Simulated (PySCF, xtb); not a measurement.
C₄H₅NO, SMILES Nc1ccco1.

GFN2-xTB run with xtb at its own geometry gives an orbital gap of 4.38 eV and a dipole moment of 1.80 D.

Geometry optimised at B3LYP-D3(BJ)/def2-SVP. The values are those of a single conformer.

Question: What does PBE0/def2-TZVP run with PySCF give? (An estimate is asked for; the answer gives what the named calculation found.)

Answer: gap 6.27 eV (levels -5.50 and 0.77 eV), dipole 1.68 D.
